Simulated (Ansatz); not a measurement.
Reaction (cleavage of the Si–Ge bond): `[SiH3][SiH2][SiH2][SiH2][GeH2][SiH3]` + `C[S][Sn][OH]` → `C[S][Sn][O][SiH3]` + `[SiH3][SiH2][SiH2][SiH2][GeH3]`

Calculated with Ansatz (gas phase, PBE0-D4/def2-TZVP geometries, no zero-point term in ΔE). CCSD(T)/CBS is the MP2 limit (def2-TZVPP, def2-QZVPP) plus CCSD(T) − MP2 in def2-TZVPP, frozen cores. Functionals use def2-TZVPP. Elements past krypton have def2 core potentials. For Ge, Sn outer-core shells are correlated without core-valence functions, which leaves a few kJ/mol of doubt a bond. Scalar relativity is left out up to krypton. One conformer a species, not always the lowest.

`[SiH3][SiH2][SiH2][SiH2][GeH2][SiH3]`:

Cartesian coordinates in Å:
```
Si 2.448 -0.245 1.015
Si 1.650 1.368 -0.478
Si -0.257 2.371 0.428
Si -1.803 0.704 0.969
Ge -2.126 -0.758 -0.888
Si -0.496 -2.488 -1.027
H 2.983 0.429 2.229
H 3.524 -1.073 0.409
H 1.335 -1.140 1.434
H 1.276 0.723 -1.768
H 2.712 2.376 -0.753
H 0.113 3.150 1.644
H -0.871 3.304 -0.558
H -3.107 1.313 1.353
H -1.303 -0.086 2.128
H -3.514 -1.419 -0.777
H -2.115 0.065 -2.191
H -0.443 -3.232 0.259
H 0.851 -1.928 -1.313
H -0.856 -3.434 -2.117
```

`C[S][Sn][OH]`:

```xyz
8

C     0.515   -0.815   -0.538
S    -1.285   -0.773   -0.757
Sn   -2.055    1.133    0.559
O    -0.307    1.743    1.261
H     0.983    0.098   -0.909
H     0.894   -1.654   -1.122
H     0.785   -0.977    0.506
H     0.471    1.244    1.000
```

`C[S][Sn][O][SiH3]`:

Cartesian coordinates in Å:
```
C -1.694 -1.449 0.463
S -1.089 -1.290 2.165
Sn 0.785 0.229 2.074
O 0.701 0.541 0.107
Si 1.499 1.401 -1.025
H -1.098 -0.841 -0.216
H -1.635 -2.496 0.171
H -2.734 -1.124 0.434
H 0.574 2.356 -1.694
H 2.619 2.183 -0.423
H 2.070 0.491 -2.056
```

`[SiH3][SiH2][SiH2][SiH2][GeH3]`:

Z-matrix (Å, degrees):
```
Si
Si 1 2.338
H 1 1.488 2 109.5
H 1 1.488 2 111.4 3 120.3
H 1 1.488 2 109.9 3 -119.0
Si 2 2.339 1 109.5 3 60.7
H 2 1.490 1 109.2 3 -58.2
H 2 1.490 1 110.2 3 -177.0
Si 6 2.337 2 108.4 1 -50.5
H 6 1.490 2 110.4 1 -170.5
H 6 1.490 2 109.7 1 70.1
Ge 9 2.380 6 109.7 2 -50.5
H 9 1.489 6 111.2 2 -172.0
H 9 1.490 6 109.1 2 68.7
H 12 1.538 9 110.3 6 -57.3
H 12 1.538 9 111.4 6 -177.9
H 12 1.538 9 110.0 6 61.9
```

| level | ΔE (eV) |
| --- | --- |
| B2PLYP | -0.95 |
| PBE | -0.68 |
| LC-ωPBE | -0.84 |
| MP2/def2-TZVPP | -0.91 |

Task: What does CCSD(T)/CBS give? (An estimate is asked.)

Result: Computed: -0.85 eV. The listed levels differ from it by -0.10, 0.17, 0.01, -0.06 eV.

Largest T1 diagnostic among the species: 0.016.

Leaving LDA and LC-ωPBE aside and taking each functional with its dispersion term where it has one, the values, not all of them listed here, spread over 0.34 eV, from BHLYP-D4 to PBE-D4. From r2SCAN to r2SCAN0 (25 % exact exchange), in def2-TZVPP and without D4, ΔE moves by −0.03 eV. The D4 term adds +0.08 eV with B3LYP and +0.05 eV with PBE0; it sums over pairs of atoms, weighted by their polarisabilities, and B3LYP, whose exchange is more repulsive, gets the larger term.

B3LYP here is the variant with VWN-RPA as its local correlation; programs differ in this.
